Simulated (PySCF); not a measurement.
`O=c1cc1Br`, C3HBrO

Molfile (atoms numbered from 1):
```
C3HBrO
     RDKit          3D

  6  6  0  0  0  0  0  0  0  0999 V2000
   -1.1025    1.8016    0.2322 O   0  0  0  0  0  0  0  0  0  0  0  0
   -0.5209    0.7741    0.0794 C   0  0  0  0  0  0  0  0  0  0  0  0
   -0.4381   -0.5643   -0.4268 C   0  0  0  0  0  0  0  0  0  0  0  0
    0.6130   -0.0834    0.2424 C   0  0  0  0  0  0  0  0  0  0  0  0
    2.3062   -0.5164    0.8347 Br  0  0  0  0  0  0  0  0  0  0  0  0
   -0.8563   -1.4102   -0.9561 H   0  0  0  0  0  0  0  0  0  0  0  0
  1  2  2  0
  2  3  1  0
  3  4  2  0
  4  5  1  0
  4  2  1  0
  3  6  1  0
M  END
```

Computed, not measured: PySCF 2.14.0, quadratic response CAM-B3LYP/aug-cc-pVTZ first hyperpolarisability, Taylor convention, gas phase. Geometry: PBE0-D3(BJ)/def2-TZVP.

The calculation is non-relativistic, which matters for the atoms heavier than Zn.

**Question.** Give the tensor of the second harmonic β(−2ω;ω,ω) at 1907 nm in the axes of these coordinates.

**Answer.** In au, Taylor convention; rows are the first index (the induced dipole):
```csv
,xx,yy,zz,xy,xz,yz
x,-217.9,-21.3,-31.4,+93.6,-25.0,+38.8
y,+92.9,+101.7,+49.5,-21.6,+38.2,+11.8
z,-25.5,+12.0,-10.0,+38.6,-31.3,+49.5
```
Norm of βᵢ = ⅓ Σⱼ (βᵢⱼⱼ + βⱼᵢⱼ + βⱼⱼᵢ): 365.6 au, hyper-Rayleigh value 142.7 au.
